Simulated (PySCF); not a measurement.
The numbers are results of ωB97X-D3(BJ)/def2-TZVP // B3LYP-D3(BJ)/def2-TZVP (PySCF), not measurements. Isolated molecules, 0 K electronic values unless said otherwise. One relaxed conformer stands for a flexible species; it need not be the lowest. Excitations are Tamm–Dancoff values on a coarser integration grid. The basis has no diffuse functions, so Rydberg states are missing or too high.

Reference species (SMILES): `CC1=C[Si@@H]1[SiH3]` (neutral, multiplicity 1).

The brightest of the four lowest singlets (TDA) is 6.58 eV and the T1 excitation (TDA) comes out as 4.89 eV. The HOMO–LUMO gap is 11.12 eV and the HOMO is -9.50 eV.

Changed species: `[SiH2]=C=CC[SiH3]`.

Task: Predict the effect on the brightest of the four lowest singlets (TDA), T1 excitation (TDA), HOMO–LUMO gap and HOMO.

Result: the brightest of the four lowest singlets (TDA) falls by 1.22 eV, to 5.36 eV; the T1 excitation (TDA) drops by 2.17 eV, to 2.72 eV; the HOMO–LUMO gap falls by 1.80 eV, to 9.32 eV; the HOMO rises by 1.10 eV, to -8.40 eV.
